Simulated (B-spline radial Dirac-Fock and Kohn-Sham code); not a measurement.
Z = 48 (cadmium), transition energy 58.6 keV. The computed values come from a radial atomic solver: a Dirac-Hartree-Slater potential of the neutral atom with a Latter tail (no hole, which puts coefficients of high multipoles low close above an edge), finite nucleus with surface currents. Subshells that would emit electrons below 1 keV are left out.

**Question.** A pure transition shows α(K) = 5.97, L1/L2 = 0.422 and L1/L3 = 0.310. What is its multipolarity?
A. M4
B. E2
C. E1
D. M3
E. E4
F. M1
G. E3
H. M2

**Answer.** B. For comparison, α(K), L1/L2, L1/L3 are E1 0.653, 6.19, 4.07; E3 42.2, 0.0450, 0.0352; E4 286, 0.00801, 0.00647; M1 1.87, 13.8, 50.1; M2 28.4, 9.11, 4.55; M3 275, 6.16, 0.970; M4 2450, 4.56, 0.424.
